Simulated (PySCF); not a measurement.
B(SiH3)3 (BH9Si3), SMILES [SiH3]B([SiH3])[SiH3]. Atoms are numbered in the order given.

```xyz
13

B      0.0409    -0.0170     0.0000
Si    -0.0059     1.9895     0.0000
H     -0.6328     2.5936     1.2175
H      1.4510     2.3643     0.0000
H     -0.6328     2.5936    -1.2175
Si     0.0057    -0.9947     1.7529
H     -1.4613    -1.1716     2.0328
H      0.6374    -2.3508     1.7294
H      0.5903    -0.2106     2.8863
Si     0.0057    -0.9947    -1.7529
H      0.6374    -2.3508    -1.7294
H     -1.4613    -1.1716    -2.0328
H      0.5903    -0.2106    -2.8863
```

Geometry optimised at PBE0-D3(BJ)/def2-SVP.

Two levels are set side by side: PBE/pcSseg-1 (PySCF) and B3LYP/pcSseg-1 (PySCF). GIAO shifts against BF3 (¹¹B), TMS (²⁹Si), TMS (¹H) at the same level; non-relativistic, no solvent, atoms listed together averaged. Differences are taken from unrounded values.

```json
[
 {"quantity": "δ(¹¹B) of B1 (ppm)", "B3LYP": "169.3", "PBE": "169.6", "PBE minus B3LYP": "0.2"}
]
```

Here PBE gives about what the other level gives.

Rough cost on one machine, each run with all the roots and properties that it gave: B3LYP against PBE within a factor of 2.
